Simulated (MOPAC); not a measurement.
Diatomic AsO, multiplicity 2 (the spin of the measured ground state). No spin–orbit coupling. As is treated without relativity.

The constants come from a fifth-degree fit in 1/R (seven points, main isotopes). Runs in def2 and cc sets follow the lowest solution found near the PBE0 minimum.

The state that PM3 reach isn't checked.

Programs: MOPAC for PM3 (differences of heats of formation). Values without a source in brackets are computed.

Energies at PM3:

```csv
R (Å),E (hartree)
1.502069,0.03794864
1.542447,0.02786100
1.579595,0.02219221
1.621589,0.01943260
1.663582,0.02005598
1.712036,0.02436306
1.768565,0.03316551
```

Task: With a reduced mass of 13.1809 u, find the minimum, the force constant and the constants.

Result: A fifth-degree polynomial in 1/R puts the minimum at r_e = 1.6341 Å with force constant 804 N/m. Then ω_e = (1/2πc)√(k/μ) = 1018 cm⁻¹ and B_e = h/(8π²cμr_e²) = 0.4790 cm⁻¹; the cubic and quartic terms give α_e = 0.0012 and ω_e x_e = 3.9 cm⁻¹.
